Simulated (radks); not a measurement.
Values are calculated unless marked as measured or tabulated.
Valence configurations of Al III (all share [Ne]). Level of theory: non-relativistic Kohn-Sham, r2SCAN, spin-polarised, spherical densities, point nucleus; open shells are filled with parallel spins first; meta-GGA in the generalised Kohn-Sham scheme (a radial shooting solver on a logarithmic mesh with Libxc functionals). Energies are relative to 3s1; eigenvalues in eV for spin up.

valence      E (eV)  moment (Bohr magnetons)    e(3p)    e(3s)
3s1           0.000                        1        -  -24.651
3p1           6.849                        1  -18.265        -
3s0.5 3p0.5   3.466                        1  -18.017  -24.884

NIST lists [Ne] 3s1 as the ground configuration; this level of theory agrees among the configurations tried. The energies are those of spherical high-spin densities, not of single terms.
